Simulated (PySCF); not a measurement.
# Multinuclear NMR of C6H9ClOSi

Geometry (Å), atoms numbered from 1 in this order:
```xyz
18

C     2.177    1.205    0.899
C     1.852   -0.068    1.018
C     1.648   -0.995   -0.142
O     0.531   -1.861    0.053
C    -0.648   -1.276   -0.001
C    -1.411   -0.222   -0.180
Si   -1.693    1.567   -0.515
Cl   -2.744    1.761   -2.235
C    -2.092   -1.566    0.107
H     2.331    1.834    1.758
H     2.317    1.665   -0.065
H     1.714   -0.524    1.989
H     1.522   -0.427   -1.071
H     2.504   -1.671   -0.241
H    -2.483    2.186    0.546
H    -0.407    2.238   -0.699
H    -2.531   -1.745    1.083
H    -2.596   -2.094   -0.696
```

Computational details: geometry: GFN2-xTB, shieldings: GIAO PBE0/pcSseg-1, in PySCF 2.14.0 with density-fitted response routines (no relativistic terms, single conformer, no solvent, rapidly exchanging positions averaged).

Q: Where does 29Si resonate?

A: 
```csv
atoms,environment,σ (ppm),δ (ppm)
Si7,"silicon bonded to C, Cl, 2 H",385.2,-36.6
```

Shieldings were converted by a linear fit to measured shifts: 29Si (scatter 8.9 ppm rms, 25.8 ppm with the 6 outliers that the fit left out vs TMS, solution or neat liquid). A few per cent of atoms miss by over 2 rms, more outside the fitted compound classes.

On a 400 MHz spectrometer 29Si resonates near 79.5 MHz, so 1 ppm is 79.5 Hz.

Q: Predict the 17O NMR data.

A: 
| atoms | environment | σ (ppm) | δ (ppm) |
| --- | --- | --- | --- |
| O4 | ether oxygen | 189.7 | 93.9 |

Shieldings were converted by a linear fit to measured shifts: 17O (scatter 10.7 ppm rms, 12.2 ppm with the 3 outliers that the fit left out vs liquid water, solution or neat liquid). A few per cent of atoms miss by over 2 rms, more outside the fitted compound classes.

On a 500 MHz spectrometer 17O resonates near 67.8 MHz, so 1 ppm is 67.8 Hz.
